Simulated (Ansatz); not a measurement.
`[OH][GeH2][GeH3]` + `[SiH3][GeH3]` → `[GeH3][SiH2][GeH2][GeH3]` + H₂O at 400 K and 1 bar (formal exchange of groups at a Ge–O bond).

Computed with Ansatz on PBE0-D4/def2-TZVP structures; ΔE is electronic, products minus reactants. CCSD(T)/CBS is the MP2 limit (def2-TZVPP, def2-QZVPP) plus CCSD(T) − MP2 in def2-TZVPP, frozen cores. This one scheme is used for every species. For Ge outer-core shells are correlated without core-valence functions, which leaves a few kJ/mol of doubt a bond. Scalar relativity is left out up to krypton. One conformer a species, not always the lowest.

```json
{"species": "`[OH][GeH2][GeH3]`", "CCSD(T)/CBS energy (Eh)": "-4231.02019", "H − E (kJ/mol)": "169.9", "S (J/(mol·K))": "382.1"}
{"species": "`[SiH3][GeH3]`", "CCSD(T)/CBS energy (Eh)": "-2368.78170", "H − E (kJ/mol)": "150.2", "S (J/(mol·K))": "319.5"}
{"species": "`[GeH3][SiH2][GeH2][GeH3]`", "CCSD(T)/CBS energy (Eh)": "-6523.43025", "H − E (kJ/mol)": "258.2", "S (J/(mol·K))": "508.4"}
{"species": "H₂O", "CCSD(T)/CBS energy (Eh)": "-76.37941", "H − E (kJ/mol)": "69.8", "S (J/(mol·K))": "198.6"}
```

H − E and S are ideal-gas, rigid-rotor, harmonic terms from PBE0-D4/def2-TZVP, for one conformer and one mirror image of each species. 1 Eh = 2625.50 kJ/mol, R = 8.31446 J/(mol·K).

**Question.** By hand: ΔE, ΔH, ΔS and ΔG.

**Answer.** ΔE = (-6523.43025) + (-76.37941) − (-4231.02019) − (-2368.78170) = -0.00777 Eh = -20.4 kJ/mol. Δ(H − E) = 258.2 + 69.8 − 169.9 − 150.2 = 7.9, so ΔH = -12.5 kJ/mol. ΔS = 508.4 + 198.6 − 382.1 − 319.5 = 5.4 J/(mol·K). ΔG = -12.5 − 400 × (5.4)/1000 = -14.7 kJ/mol.

**Question.** By hand: the equilibrium constant, and the temperature at which ΔG would vanish if ΔH and ΔS stayed fixed.

**Answer.** log₁₀ K = −ΔG/(RT ln 10) = 1.9. ΔH and −TΔS have one sign here, so there is no such temperature.

The number of gas molecules stays the same, so ΔS is small and ΔH decides. A doubt of 5 kJ/mol in ΔE shifts log₁₀ K by 0.7 here. Other conformers and mirror images would add mixing entropy, several J/(mol·K) or more a flexible species. Modes under 60 cm⁻¹, often nearly free rotors, make the harmonic entropy too high. These are equilibria of isolated gas molecules and say nothing of rates. Largest T1 diagnostic: 0.012 (customary marks: 0.02 for closed shells, 0.045 for open ones).

ΔS is within the doubt of such terms, so its sign, and with it that verdict, could turn.
